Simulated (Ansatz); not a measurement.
Reaction (isomerisation): `C[SiH](Cl)[SiH2]O` → `[SiH3]CO[SiH2]Cl`

Gas-phase electronic energies from Ansatz, PBE0-D4/def2-TZVP geometries. CBS: MP2 limit from def2 TZ/QZ plus the TZ coupled-cluster correction, frozen cores. DFT in def2-TZVPP. Each species was taken in one conformer, which may not be the lowest.

```
          level  ΔE (kJ/mol)
         r2SCAN        101.0
CCSD/def2-TZVPP         89.4
```

Task: What does CCSD(T)/CBS give? (Best estimate.)

Result: The calculation gave: +96.6 kJ/mol. The listed levels differ from it by 4.4, -7.2 kJ/mol.

Largest T1 diagnostic among the species: 0.011.

In def2-TZVPP, CCSD(T) changes the Hartree–Fock value by +17.1 kJ/mol (the triples alone add +1.7 kJ/mol) and MP2 by +20.6 kJ/mol. The D4 term adds +3.2 kJ/mol with B3LYP and +1.8 kJ/mol with PBE0; it sums over pairs of atoms, weighted by their polarisabilities, and B3LYP, whose exchange is more repulsive, gets the larger term.

B3LYP here is the variant with VWN-RPA as its local correlation; programs differ in this.
